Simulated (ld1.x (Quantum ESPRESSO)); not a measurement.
# An all-electron radial function and its pseudo partner (zinc (Zn))

Columns: radius, all-electron u(r) and pseudo u(r) of the 3d shell (level -10.18 eV) of zinc in the configuration [Ar] 3d10 4s2 4p0; Wu–Cohen, scalar-relativistic, PAW scheme, ld1.x (Quantum ESPRESSO) 7.5.

```
r (bohr)  all-electron  pseudo
   0.158        0.3020  0.0130
   0.315        0.7817  0.0922
   0.473        1.0079  0.2578
   0.630        1.0252  0.4651
   0.788        0.9451  0.6404
   0.945        0.8353  0.7213
   1.102        0.7244  0.7016
   1.260        0.6222  0.6214
   1.418        0.5326  0.5326
   1.575        0.4561  0.4561
   1.732        0.3907  0.3907
   1.890        0.3349  0.3349
   2.047        0.2877  0.2877
   2.205        0.2473  0.2473
   2.362        0.2130  0.2130
   2.520        0.1835  0.1835
   2.678        0.1583  0.1583
   2.835        0.1367  0.1367
   2.992        0.1181  0.1181
   3.150        0.1020  0.1020
   3.308        0.0881  0.0881
   3.465        0.0761  0.0761
   3.622        0.0658  0.0658
   3.780        0.0568  0.0568
   3.938        0.0491  0.0491
   4.095        0.0425  0.0425
```

**Question.** How many radial nodes do the two functions have?

**Answer.** The all-electron 3d function has n − l − 1 = 0; the pseudo-wave has 0.

**Question.** At about which radius was the pseudo-wave matched?

**Answer.** 1.40 bohr, where the columns begin to agree (steps of 0.16 bohr).

**Question.** Is the pseudo-wave norm-conserving?

**Answer.** No, it belongs to a PAW set: the norm inside the radius is not constrained, and the difference is carried by the augmentation charge.
